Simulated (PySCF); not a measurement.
NICS in one family of compounds.

Definitions: NICS(0) = −σiso at the ring centroid; NICS(1) = −σiso and NICS(1)zz = −σzz at ±1 Å along the ring normal z. Level: GIAO PBE0/pcSseg-1 (PySCF, non-relativistic, gas phase) on the GFN2-xTB geometries, one conformer each. Atom numbers follow the mapped SMILES.

Task: Order these rings by mean NICS(1)zz, lowest (most negative) first (ppm).
A. ring C3–P4–C5–C6–S9 in `[CH:1]#[C:2][c:3]1[p:4][cH:5][c:6]([O:7][CH3:8])[s:9]1`
B. ring C3–P4–C5–C6–S8 in `[CH:1]#[C:2][c:3]1[p:4][cH:5][c:6]([SiH3:7])[s:8]1`
C. ring C3–P4–C5–C8–S9 in `[CH:1]#[C:2][c:3]1[p:4][c:5]([CH2:6][CH3:7])[cH:8][s:9]1`

Result: B (-24.6), C (-22.1), A (-18.3).

| SMILES | ring | NICS(0) | NICS(1) | NICS(1)zz | HOMA | rms pucker (Å) | ring atoms with four or more neighbours |
| --- | --- | --- | --- | --- | --- | --- | --- |
| C#Cc1pcc([SiH3])s1 | 5-membered ring with P and S; formal bonds all aromatic | -11.3 | -11.2 | -24.6 | 0.73 | 0.00 | 0 |
| C#Cc1pc(CC)cs1 | 5-membered ring with P and S; formal bonds all aromatic | -10.9 | -10.6 | -22.1 | 0.66 | 0.00 | 0 |
| C#Cc1pcc(OC)s1 | 5-membered ring with P and S; formal bonds all aromatic | -10.6 | -9.4 | -18.3 | 0.69 | 0.00 | 0 |

NICS(0) gives the same order. The isotropic NICS(1) gives the same order. HOMA uses Krygowski's 1993 parameters. NICS(1) and NICS(1)zz are means over the two faces.
